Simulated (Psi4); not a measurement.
Pair of molecules, SMILES O=S=O with SMILES [H][H] (the first has 3 atoms); geometry from B3LYP-D3(BJ)/def2-TZVP, rigid monomers moved along the line of their centres of mass till O1···H5 is 2.56 Å.
(charge 0, multiplicity 1):
| atom | x (Å) | y (Å) | z (Å) |
|---|---|---|---|
| O | 1.0976 | 0.9668 | 0.7281 |
| S | 0.4702 | 0.3573 | -0.4145 |
| O | -0.9179 | -0.0095 | -0.3298 |
| H | -0.4179 | -0.6426 | 3.1493 |
| H | -0.2219 | -0.1831 | 2.5977 |

Calculation: Psi4 with SAPT0/jun-cc-pV(D+d)Z.

Q: Which attractive term is largest, and how does the interaction split up?

A: electrostatics -0.71, exchange 1.80, induction -0.20, dispersion -0.61, total 0.29 kcal/mol; the largest attraction is electrostatics.
